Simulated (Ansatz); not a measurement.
**Pulling the pair apart**

The pair of Li⁺ (SMILES [Li+], atom 1) and CH₃I (SMILES CI, atoms 2–6), both closed shells, in one local arrangement (a lower one may exist), relaxed at PBE0-D4/def2-TZVP:

```xyz
6
angstrom
Li 0.0729 -0.4151 -2.9727
C -0.1871 0.0414 0.7614
I 1.2776 0.3761 -0.7717
H -0.3927 -1.0233 0.7908
H 0.2894 0.3839 1.6750
H -1.0602 0.6370 0.5172
```

CH₃I is shifted rigidly along the line between the mean atom positions of the two fragments (negative: closer). Counterpoise interaction energies in kcal/mol. Program: Ansatz 0.2.0. Basis: def2-TZVPPD. Cores are frozen in the correlated methods. Filled d shells of the heavier atoms are correlated. Core potentials replace the inner electrons of the atoms past krypton. The outer core shell of Li, Na, Mg and K is correlated. The def2 sets are not built for correlating such inner shells, so the correlated values are less sure here. B3LYP uses VWN-RPA correlation.

```tsv
shift (Å)	PBE-D4	MP2	B3LYP-D4
-0.26	-22.69	-18.92	-22.52
-0.13	-24.48	-20.98	-24.32
0.00	-25.06	-21.78	-24.90
0.13	-24.80	-21.71	-24.64
0.32	-23.54	-20.68	-23.39
0.66	-20.19	-17.43	-20.26
1.32	-13.62	-11.05	-14.11
2.63	-5.24	-4.50	-5.39
```

Question: What does CCSD(T) give at these shifts? (An estimate is asked for; the value comes from the calculation.)

Answer: Computed: -18.87, -20.99, -21.84, -21.80, -20.79, -17.54, -11.08, -4.48 kcal/mol. For zero shift, CCSD(T) at an estimated basis limit (MP2 extrapolated from triple and quadruple zeta, plus CCSD(T) − MP2 in triple zeta) gives -23.32 kcal/mol. These are counterpoise interaction energies, counted from the two frozen fragments.

The T1 diagnostic stays at or below 0.008.

For scale, one of the runs: CCSD(T)/def2-TZVPPD, 169 basis functions, launched by `ansatz run in.yaml --threads 2 --pin off --events-out ev --progress --plain --max-ram 5222MiB`. Hardware: 2 CPU threads of an Intel Xeon Platinum 8375C, shared host. Wall time 27 s; peak host memory 1.6 GiB.
